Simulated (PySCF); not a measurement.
## Trend along group 13: MF molecules

CCSD(T) with double-zeta basis sets in PySCF, for the lowest determinant that a PBE0 search found; no spin–orbit coupling. De refers to high-spin ground-configuration atoms.

| M | basis | reference, frozen orbitals | state (unpaired electrons) | Re (Å) | ωe (cm⁻¹) | De (eV) |
| --- | --- | --- | --- | --- | --- | --- |
| B | x2c-SVPall | RHF, 2 | singlet (closed shell) | 1.274 | 1408 | 7.56 |
| Al | def2-SVPD | RHF, 6 | singlet (closed shell) | 1.707 | 761 | 6.74 |
| Ga | def2-SVP | RHF, 10 | singlet (closed shell) | 1.778 | 668 | 5.70 |
| In | def2-SVP | RHF, 5 | singlet (closed shell) | 1.996 | 573 | 5.02 |
| Tl | def2-SVP | RHF, 5 | singlet (closed shell) | 2.095 | 516 | 4.55 |

The shortest bond is that of BF (1.274 Å), the longest that of TlF (2.095 Å). BF is bound most strongly (7.56 eV) and TlF least (4.55 eV).

The rows differ in basis set, which adds steps of its own.

Down a group the atoms grow and get heavier, so bonds lengthen and wavenumbers fall; this series shows no clear exception.

Correlated steps freeze the inner cores (2 to 10 orbitals); shallow outer-core shells are correlated. Correlated levels converge slowly with the basis: in double zeta they bind strong bonds too weakly, by up to about 1 eV, and carry superposition errors of some tenths. Spin–orbit coupling is left out, which matters for elements this heavy, above all for dissociation energies. Where the molecule has an RHF reference, its open-shell atoms are computed with UHF.
